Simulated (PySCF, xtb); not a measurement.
B(F)2(SH) (BF₂HS), SMILES FB(F)S. One conformer was computed; it need not be the lowest.

Harmonic wavenumbers (cm⁻¹) from GFN2-xTB (xtb) at its own minimum, in rising order: 269, 360, 372, 448, 635, 799, 1171, 1310, 2460.

Q: What does ωB97X-D3(BJ)/def2-SVP (PySCF) give at its own minimum? (An estimate is asked for; the answer gives what the named calculation found.)

A: 301, 363, 418, 586, 690, 837, 1271, 1450, 2775. Paired by order, the mean absolute difference is 96 cm⁻¹ and the zero-point energies are 11.2 and 12.4 kcal/mol.
